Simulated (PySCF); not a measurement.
C₂H₇NSi₂, SMILES N[Si@@H]1C=C[SiH2]1.

Geometry optimised at PBE0-D3(BJ)/def2-SVP. The structure was generated by enumeration; whether it is a known compound was not checked. Other conformers were not sampled.

Level of theory: PBE/def2-TZVP run with PySCF.

Isolated molecule, no solvent.

- total energy: -713.74492 hartree
- highest occupied level: -5.71 eV
- lowest empty level: -1.63 eV
- orbital gap: 4.08 eV
- dipole moment: 1.68 D
- quadrupole, principal values (traceless, Buckingham form, about the centre of nuclear charge): -3.26, -2.69, 5.95 D·Å
- mean static polarisability: 85.6 bohr³ (12.69 Å³)
- polarisability, principal values: 67.9, 84.1, 104.9 bohr³
